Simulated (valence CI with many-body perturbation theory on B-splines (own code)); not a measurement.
**Sensitivity of CI+MBPT for Se21+**

Computed by configuration interaction combined with many-body perturbation theory (CI+MBPT): three valence electrons over a frozen Dirac-Fock core [Ne], a basis of 6 s, 6 p, 5 d, 3 f, 1 g functions for each j, with the one-electron correlation potential Σ1, the two-electron term Σ2, the three-electron term Σ3, Breit, model QED; selected CI, second order for the rest, scaled by the run's own slope (own B-spline code, finite nucleus).

No measured levels were compared; by estimate levels of excited configurations hold to 0.05 to 0.15 % of their energy, terms of the ground configuration to about 0.5 %.

The reference run has the lowest level 3s2 3p 2P°_1/2 and an ionisation energy of 893.762 eV. Its largest variational space holds 2936 state functions.

Names give the largest LS component (configuration and term), which can be under half, so a name can repeat, a term be missing and a line seem to break the LS rules; names also repeat where a configuration has a term twice.

Changed runs:
A. correlating orbitals by l 3 3 3 2 1 → 4 4 0 0 0
B. QED terms on → off
C. scale of Σ2 1 → 0.8
D. logarithmic knot step 0.27 → 1.1 (bad on purpose)

Excitation energies of the reference run in cm⁻¹, and shifts in cm⁻¹:

```csv
Level,Reference,A,B,C,D
3s2 3p 2P°_3/2,73649,-8.3,-157,-19,-0.2
3s 3p2 4P_1/2,371409,-905,+1861,-259,-1421
3s 3p2 4P_3/2,408653,-1062,+1754,-302,-1415
3s 3p2 4P_5/2,438694,-861,+1699,-273,-1405
3s 3p2 2D_3/2,514207,+367,+1545,-59,-1267
3s 3p2 2D_5/2,534565,+144,+1469,-127,-1270
3s 3p2 2P_1/2,592517,+1542,+1835,+622,-1495
3s 3p2 2S_1/2,665900,+1705,+1668,+535,-1484
3s 3p2 2P_3/2,677422,+1371,+1651,+836,-1457
3s2 3d 2D_3/2,760203,+2626,+260,+770,-105
3s2 3d 2D_5/2,770200,+2579,+163,+743,-49
3p3 2D°_3/2,945565,-66,+3310,+137,-2572
Ionisation energy (eV),893.762,-0.163,-0.029,+0.038,+0.018
```
